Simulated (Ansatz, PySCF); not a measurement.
C2Ni, SMILES [C]1[C][Ni]1 (connectivity only; charge and spin as stated), neutral, multiplicity 3. Atoms are numbered in the order given.

```xyz
3

Ni     0.0000     0.0000    -0.5279
C      0.0000     0.6472     1.2165
C      0.0000    -0.6472     1.2165
```
Charge 0, spin multiplicity 3.

Geometry: PBE0-D3(BJ)/def2-TZVP. The multiplicity is an assumed one; other spin states were not compared.

Two levels are set side by side: PBE-D3(BJ)/def2-TZVP (Ansatz, a quantum-chemistry and plane-wave program) and PBE0-D3(BJ)/def2-TZVP (Ansatz). Each level has its own optimised geometry; the coordinates shown are those of the second. Frequencies come from the Hessian of PySCF at each geometry. Differences are taken from unrounded values.

```
quantity                            PBE0-D3(BJ)  PBE-D3(BJ)  PBE-D3(BJ) minus PBE0-D3(BJ)
----------------------------------  -----------  ----------  ----------------------------
mean bond length (Å)                      1.672       1.664                        -0.008
bond Ni1–C2 (Å)                           1.861       1.830                        -0.030
bond Ni1–C3 (Å)                           1.861       1.830                        -0.030
bond C2–C3 (Å)                            1.294       1.330                         0.036
highest harmonic wavenumber (cm⁻¹)         1692        1513                          -179
mean harmonic wavenumber (cm⁻¹)             878         839                           -39
zero-point energy (kcal/mol)               3.77        3.60                         -0.17
```
